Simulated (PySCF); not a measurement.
Correlation energy of C²⁺ (carbon, charge +2)

[He] 2s1 3d1, high-spin 3D determinant (an excited configuration). Calculation: PySCF 2.14, in aug-cc-pCVTZ-DK with one added diffuse shell each of s, p, d, f type (8s7p5d3f, 75 functions); scalar relativity by spin-free X2C-1e. Frozen: 1s2; 2 electrons correlated.

Total MP2 correlation energy: -4.93 mhartree.

Same-spin part -4.93 and opposite-spin part 0.00 mhartree; SCS-MP2 scales them by 1/3 and 6/5 to -1.64 mhartree.
